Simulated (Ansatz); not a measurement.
`C[B-](C)([SH2+])Cl`. Charge 0, multiplicity 1.

Cartesian coordinates in Å:
```
C -0.700 -0.767 -1.255
B -0.260 -0.367 0.213
C -0.519 1.102 0.745
S 1.927 -0.567 0.115
Cl -0.550 -1.684 1.475
H -0.372 -1.764 -1.556
H -1.795 -0.770 -1.290
H -0.364 -0.046 -2.008
H -1.602 1.231 0.861
H -0.074 1.305 1.722
H -0.184 1.871 0.041
H 2.304 0.606 -0.428
H 2.190 -0.150 1.364
```

(1) What are the harmonic wavenumbers in cm⁻¹ at PBE0-D4/def2-TZVP (Ansatz, finite differences of forces, unscaled)? (Estimate.)

(2) Is this a minimum?

(3) Give the ideal-gas thermochemistry at 298.15 K and 1 bar (rigid rotor, harmonic oscillator; point group C1, symmetry number 1).

(4) And at 400, 500, 600, 800 and 1000 K?

(5) Rotational constants (cm⁻¹)?

Results:

(1) The calculation gave: 117, 146, 176, 188, 209, 229, 278, 289, 335, 519, 541, 575, 790, 816, 839, 930, 1052, 1133, 1201, 1333, 1335, 1452, 1455, 1465, 1471, 2691, 2724, 3030, 3033, 3095, 3099, 3115, 3121.

(2) Yes, all 33 modes are real.

(3) Zero-point energy 255.9 kJ/mol; H(298) − E = 281.1 kJ/mol; entropy 372.7 J/(mol·K), of which translation 167.5, rotation 115.8, vibration 89.4; G(298) − E = 170.0 kJ/mol.

(4) 
```csv
T (K),H − E (kJ/mol),S (J/mol/K),G − E (kJ/mol)
400,295.7,414.6,129.8
500,312.1,451.1,86.5
600,330.2,484.2,39.7
800,370.7,542.2,-63.1
1000,415.6,592.2,-176.6
```

(5) 0.09924, 0.07227, 0.06187.
